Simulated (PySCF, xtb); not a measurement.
Te(I)(SMe) (CH3ISTe), SMILES CS[Te]I. Other conformers were not sampled.

Harmonic wavenumbers (cm⁻¹) from GFN2-xTB in xtb at its own minimum, in rising order: 50, 101, 142, 183, 233, 368, 710, 946, 948, 1324, 1443, 1454, 3026, 3034, 3054.

### Question
What does PBE-D3(BJ)/def2-SVP in PySCF give at its own minimum? (An estimate is asked for; the answer gives what the named calculation found.)

### Answer
54, 103, 144, 182, 191, 351, 674, 919, 923, 1269, 1380, 1395, 2977, 3087, 3106. Paired by order, the mean absolute difference is 32 cm⁻¹ and the zero-point energies are 24.3 and 24.0 kcal/mol.
